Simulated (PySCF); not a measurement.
**Electron correlation in Ge (germanium, neutral)**

[Ar] 3d10 4s1 4p3, high-spin 5S determinant (an excited configuration). Calculation: PySCF 2.14, in aug-cc-pVTZ-PP with one added diffuse shell each of s, d, f type with ECP10MDF (7s5p5d3f, 68 functions); scalar relativity through the core potential. Frozen: 3s2 3p6 3d10; 4 electrons correlated.

```json
{"level": "CCSD", "correlation energy (mhartree)": "-24.92"}
{"level": "(T)", "correlation energy (mhartree)": "-0.38"}
{"level": "CCSD(T)", "correlation energy (mhartree)": "-25.30"}
```

Diagnostics: T1 = 0.0026, D1 = 0.0055, largest double amplitude 0.031.

Cost of the coupled-cluster step: about 2.1 core-seconds, for 4 correlated electrons.

Iterations:

```
CC2 = 0
CCSD nocc = (np.int64(4), np.int64(0)), nmo = (59, 59)
frozen orbitals [[0, 1, 2, 3, 4, 5, 6, 7, 8], [0, 1, 2, 3, 4, 5, 6, 7, 8]]
max_cycle = 100
direct = 0
conv_tol = 1e-08
conv_tol_normt = 1e-06
diis_space = 8
diis_start_cycle = 0
Init t2, MP2 energy = -0.0185483266641292
Init E_corr(UCCSD) = -0.0185483266697401
cycle = 1  E_corr(UCCSD) = -0.0231610542643634  dE = -0.00461272759  norm(t1,t2) = 0.028875
cycle = 2  E_corr(UCCSD) = -0.024400822238838  dE = -0.00123976797  norm(t1,t2) = 0.00888089
cycle = 3  E_corr(UCCSD) = -0.0249309804578182  dE = -0.000530158219  norm(t1,t2) = 0.00294661
cycle = 4  E_corr(UCCSD) = -0.0249221809828036  dE = 8.79947501e-06  norm(t1,t2) = 0.000283679
cycle = 5  E_corr(UCCSD) = -0.0249224810123197  dE = -3.00029516e-07  norm(t1,t2) = 4.05086e-05
cycle = 6  E_corr(UCCSD) = -0.0249223323402994  dE = 1.4867202e-07  norm(t1,t2) = 5.95637e-06
cycle = 7  E_corr(UCCSD) = -0.0249224146688538  dE = -8.23285543e-08  norm(t1,t2) = 6.22681e-07
cycle = 8  E_corr(UCCSD) = -0.0249224042456405  dE = 1.04232133e-08  norm(t1,t2) = 9.78962e-08
cycle = 9  E_corr(UCCSD) = -0.024922395213184  dE = 9.03245644e-09  norm(t1,t2) = 3.89083e-08
UCCSD converged
E(UCCSD) = -293.2496660549683  E_corr = -0.02492239521318405
UCCSD(T) correction = -0.000381556141892937
```
